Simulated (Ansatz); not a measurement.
`[SH][Al]([Cl])[Cl]` + H₂O → `[OH][Al]([Cl])[Cl]` + H₂S at 400 K and 1 bar (formal hydrolysis of the Al–S bond).

Program: Ansatz. Geometries: PBE0-D4/def2-TZVP. ΔE: electronic, gas phase. CCSD(T)/CBS adds triple-zeta CCSD(T) − MP2 to the extrapolated MP2 energy (def2 sets, frozen cores). This one scheme is used for every species. One conformer a species, not always the lowest.

```csv
species,CCSD(T)/CBS energy (Eh),H − E (kJ/mol),S (J/(mol·K))
`[SH][Al]([Cl])[Cl]`,-1560.13922,61.0,363.9
H₂O,-76.37941,69.8,198.6
`[OH][Al]([Cl])[Cl]`,-1237.55309,70.3,347.5
H₂S,-398.97279,53.4,215.9
```

H − E and S are ideal-gas, rigid-rotor, harmonic terms from PBE0-D4/def2-TZVP, for one conformer and one mirror image of each species. 1 Eh = 2625.50 kJ/mol, R = 8.31446 J/(mol·K).

**Question.** By hand: ΔE, ΔH, ΔS and ΔG.

**Answer.** ΔE = (-1237.55309) + (-398.97279) − (-1560.13922) − (-76.37941) = -0.00725 Eh = -19.0 kJ/mol. Δ(H − E) = 70.3 + 53.4 − 61.0 − 69.8 = -7.1, so ΔH = -26.1 kJ/mol. ΔS = 347.5 + 215.9 − 363.9 − 198.6 = 0.9 J/(mol·K). ΔG = -26.1 − 400 × (0.9)/1000 = -26.5 kJ/mol.

**Question.** By hand: the equilibrium constant, and the temperature at which ΔG would vanish if ΔH and ΔS stayed fixed.

**Answer.** log₁₀ K = −ΔG/(RT ln 10) = 3.5. ΔH and −TΔS have one sign here, so there is no such temperature. One of them is within its doubt of zero, so this could turn.

The number of gas molecules stays the same, so ΔS is small and ΔH decides. A doubt of 5 kJ/mol in ΔE shifts log₁₀ K by 0.7 here. Other conformers and mirror images would add mixing entropy, several J/(mol·K) or more a flexible species. These are equilibria of isolated gas molecules and say nothing of rates. Largest T1 diagnostic: 0.010 (customary marks: 0.02 for closed shells, 0.045 for open ones).
